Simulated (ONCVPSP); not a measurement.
cerium: variants of one ONCV potential

Base potential:

- Element: Ce (Z = 58)
- Generator: ONCVPSP 4.0.1
- Type: optimised norm-conserving Vanderbilt (ONCV)
- Functional: PBEsol
- Relativity: fully relativistic
- Frozen core: [Kr] 4d10
- Valence charge: 12
- Reference configuration: 4f1 5s2 5p6 5d1 6s1 (charge +1)
- Partial waves: 5s+6s: rc 2.75 bohr, ncon 4, nbas 8, qcut 5.1 1/bohr, 3 projectors, debl 3.7 Ha; 5p: rc 2.00 bohr, ncon 3, nbas 7, qcut 3.9 1/bohr, 1 projector; 5d: rc 4.00 bohr, ncon 5, nbas 10, qcut 4.4 1/bohr, 2 projectors, debl 3.8 Ha; 4f: rc 1.55 bohr, ncon 4, nbas 9, qcut 13.1 1/bohr, 2 projectors, debl 2.3 Ha
- Local potential: polynomial inside 0.95 bohr (lpopt 5, dvloc0 0 Ha)
- Core correction: polynomial model core, fcfact 0.15

Open shells are filled in proportion to 2j + 1.

Cutoffs, loose and tight: the cutoffs (Ha) at which the residual kinetic energy of the hardest occupied pseudo-wave falls to 1 and 0.1 mHa per electron. They do not see the model core or the augmentation charge, which bear on the density cutoff. Test errors are all-electron minus pseudo excitation energies from the reference, over the configurations 4f1 5s2 5p6 5d1 6s2; 4f1 5s2 5p6 5d1 6s0; 4f1 5s2 5p6 5d0 6s0; 4f2 5s2 5p6 5d0 6s2. A dash means not determined; rows that change the core or the reference have their own tests. The largest error is taken over the tests solved by every variant that gives reliable tests at all: 4f1 5s2 5p6 5d0 6s0; 4f1 5s2 5p6 5d1 6s0; 4f1 5s2 5p6 5d1 6s2.

A true bound ghost makes a file unfit for plane-wave use even where its test errors are small: the radial tests pick states by their node count and pass the ghost by.

```json
{"change": "base", "outcome": "generated", "cutoff, loose": "62 Ha", "cutoff, tight": "69 Ha", "bound ghosts": "s, p3/2, p1/2", "GHOST(+) flags above zero": "d3/2", "largest test error (meV)": "+22"}
{"change": "p: rc 1.86", "outcome": "generated", "cutoff, loose": "62 Ha", "cutoff, tight": "69 Ha", "bound ghosts": "s, p3/2, p1/2", "GHOST(+) flags above zero": "d3/2", "largest test error (meV)": "+21"}
{"change": "p: rc 2.08", "outcome": "generated", "cutoff, loose": "62 Ha", "cutoff, tight": "69 Ha", "bound ghosts": "s, p3/2, p1/2", "GHOST(+) flags above zero": "d3/2", "largest test error (meV)": "+22"}
{"change": "p: rc 2.28", "outcome": "generated", "cutoff, loose": "62 Ha", "cutoff, tight": "69 Ha", "bound ghosts": "s, p3/2, p1/2", "GHOST(+) flags above zero": "d3/2", "largest test error (meV)": "+23"}
{"change": "p: rc 2.44", "outcome": "generated", "cutoff, loose": "62 Ha", "cutoff, tight": "69 Ha", "bound ghosts": "s, p3/2, p1/2", "GHOST(+) flags above zero": "d3/2", "largest test error (meV)": "+24"}
{"change": "p: rc 2.62", "outcome": "generated", "cutoff, loose": "62 Ha", "cutoff, tight": "69 Ha", "bound ghosts": "s, p3/2, p1/2", "GHOST(+) flags above zero": "d3/2", "largest test error (meV)": "+25"}
{"change": "p: rc 2.74", "outcome": "generated", "cutoff, loose": "62 Ha", "cutoff, tight": "69 Ha", "bound ghosts": "s, p3/2, p1/2", "GHOST(+) flags above zero": "d3/2", "largest test error (meV)": "+25"}
{"change": "p: rc 2.96", "outcome": "generated", "cutoff, loose": "62 Ha", "cutoff, tight": "69 Ha", "bound ghosts": "s, p3/2, p1/2", "GHOST(+) flags above zero": "d3/2", "largest test error (meV)": "+24"}
```

**Question.** What comes out with this change to the base: p: rc 1.74?

**Answer.** outcome: generated; cutoff, loose: 62 Ha; cutoff, tight: 72 Ha; bound ghosts: s, p3/2, p1/2; GHOST(+) flags above zero: d3/2; largest test error (meV): +21.

**Question.** What comes out with this change to the base: p: rc 1.58?

**Answer.** outcome: generated; cutoff, loose: 62 Ha; cutoff, tight: 90 Ha; bound ghosts: s, p3/2, p1/2; GHOST(+) flags above zero: d3/2; largest test error (meV): +21.

**Question.** What comes out with this change to the base: p: rc 1.38?

**Answer.** outcome: generated; cutoff, loose: 64 Ha; cutoff, tight: 88 Ha; bound ghosts: s, p3/2, p1/2; GHOST(+) flags above zero: d3/2; largest test error (meV): +21.

Reading the sweep of the p radius (base included, trends over the rows without a ghost): Bound ghosts are found at 1.38, 1.58, 1.74, 1.86, 2, 2.08, 2.28, 2.44, 2.62, 2.74, 2.96 bohr. Every judged row has one, so this setting neither creates nor removes them.
